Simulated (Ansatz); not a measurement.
Born–Oppenheimer molecular dynamics of AlFH6N2S (11 atoms, charge 0, multiplicity 1). It starts at the highest image of a converged band, a first-order saddle point between two minima.

All numbers below come from RKS PBE-D4/6-31G* in Ansatz.

```json
{
  "ensemble": "NVE (velocity Verlet)",
  "time step": "0.5 fs",
  "steps asked": "200",
  "starting velocities drawn for": "300 K",
  "seed": "7830"
}
```

First frame:

```xyz
11
Properties=species:S:1:pos:R:3
Al 0.612 0.085 -0.230
F 1.162 -0.876 -1.508
N 1.166 -0.253 1.457
N -1.320 -0.614 -0.168
H 0.454 1.983 -2.196
S 0.319 2.221 -0.863
H 2.039 0.131 1.817
H 0.562 -0.491 2.242
H -1.561 -1.146 0.677
H -1.472 -1.227 -0.979
H -1.961 0.186 -0.250
```

Task: How far do the bonds stretch over the last three quarters of this one trajectory? (Pairs bonded in most of those frames.)

Result: 
| bond | mean (Å) | spread (Å) | shortest | longest |
| --- | --- | --- | --- | --- |
| Al1–F2 | 1.697 | 0.020 | 1.67 | 1.74 |
| Al1–N3 | 1.817 | 0.025 | 1.78 | 1.86 |
| Al1–N4 | 2.073 | 0.067 | 1.97 | 2.16 |
| Al1–S6 | 2.254 | 0.043 | 2.19 | 2.34 |
| N3–H7 | 1.025 | 0.012 | 1.00 | 1.05 |
| N3–H8 | 1.026 | 0.015 | 1.00 | 1.05 |
| N4–H9 | 1.029 | 0.016 | 1.00 | 1.06 |
| N4–H10 | 1.029 | 0.019 | 1.00 | 1.06 |
| N4–H11 | 1.030 | 0.025 | 0.99 | 1.07 |
| H5–S6 | 1.364 | 0.022 | 1.33 | 1.40 |

Mean temperature of the second half: 187 K. The conserved energy stayed within 0.18 meV per atom of its start (net change 0.044 meV per atom), so the integration is sound. A run of 0.1 ps of so small a system gives no equilibrium averages. The orbitals stay closed-shell, which can raise the energy where a bond breaks towards radicals; this wasn't checked here.

The run took 4.6 min on 2 threads of Intel(R) Xeon(R) Platinum 8488C (Sapphire Rapids), with other jobs on the host, peak memory 0.15 GiB.
